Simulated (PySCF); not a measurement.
## Structure from NMR data

Molecular formula: C$_{6}$H$_{13}$FO. Simulated spectra:

¹H NMR (500 MHz, computed): δ 4.95 (m, 1H), 3.76 (s, 3H), 0.97 (s, 9H).

¹³C{¹H} NMR (computed): δ 123.2, 58.5, 39.0, 25.3 (3C).

- σ from GIAO-PBE0/pcSseg-1
- structure optimised with GFN2-xTB
- run in PySCF 2.14.0 with density-fitted response routines
- non-relativistic Hamiltonian, a single conformation, one averaged value for each set of equivalent atoms, gas phase

δ = σ(ref) − σ, references computed at the same level: TMS for ¹H (σ = 31.72 ppm) and ¹³C (σ = 186.93 ppm).

What is the structure?

Results:


1. The formula gives 0 degrees of unsaturation.
2. 4 carbon signals for 6 carbons: some carbons are equivalent by symmetry or fast rotation.
3. Carbon types of the structure: 1 × C, 1 × CH, 4 × CH3, which accounts for all hydrogens.
4. δC 123.2: sp3 CH bonded to F and O; 2 electronegative neighbours deshield it.
5. δC 58.5: methyl carbon bonded to O; the inductive effect lowers its shielding.
6. δC 39.0: quaternary sp3 carbon; saturated and bonded to C and H only.
7. δC 25.3: methyl carbon; saturated and bonded to C and H only.
8. δH 4.95: hydrogen on an sp3 CH bonded to F and O; its carbon carries F and O, which withdraws density.
9. δH 3.76: hydrogen on a methyl carbon bonded to O; its carbon carries O, hence the downfield position.
10. δH 0.97: hydrogen on a methyl carbon; far from electronegative atoms and π systems.

Structure: SMILES F[C@@H](OC)C(C)(C)C.

This is the structure that produced the data.

Splittings by ¹⁹F in the carbon and heteronuclear signals aren't shown, as no couplings were computed. Shifts are as computed. Against solution values, carbons near 30 ppm lie about +3 ppm off and those near 130 ppm about +5 ppm. Of 1211 compounds with measured shifts, 218 miss one by over three times the rms of a fit or turn the order of signals round; such compounds aren't used in these exercises. No couplings were computed; multiplicities are counted from neighbouring protons, with m where these are inequivalent, close in shift, in a saturated or five-membered ring or joined by F or P, and br s for small geminal =CH2 splittings.
